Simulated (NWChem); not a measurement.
System: SrH2SO; SMILES [Sr]([OH])[SH]

```xyz
5

Sr    -0.1897    -0.3672     0.0170
O      0.8618    -2.2246    -0.0144
H      1.4622    -2.9713    -0.0212
S      0.2865     2.3683     0.0150
H     -1.0314     2.6809     0.0541
```
Atoms are numbered in this order, from 1.

This is a stationary point of PBE0/def2-SVP with def2 effective core potentials on Sr (NWChem), point group Cs. def2 effective core potentials on Sr; no spin-orbit coupling.

### Question
Is it a minimum? If not, what does it relax to?

### Answer
No. It has an imaginary frequency of 42i cm⁻¹. Following that mode (on a finer grid) lowers the energy by 0.7 kcal/mol and ends, with real frequencies alone, at point group Cs:
```xyz
5

Sr     0.4353    -0.2598    -0.9656
O      0.7808    -2.1301     0.0001
H      0.8910    -2.9020     0.5567
S     -0.4385     2.2788    -0.2986
H     -0.6386     2.0402     1.0172
```
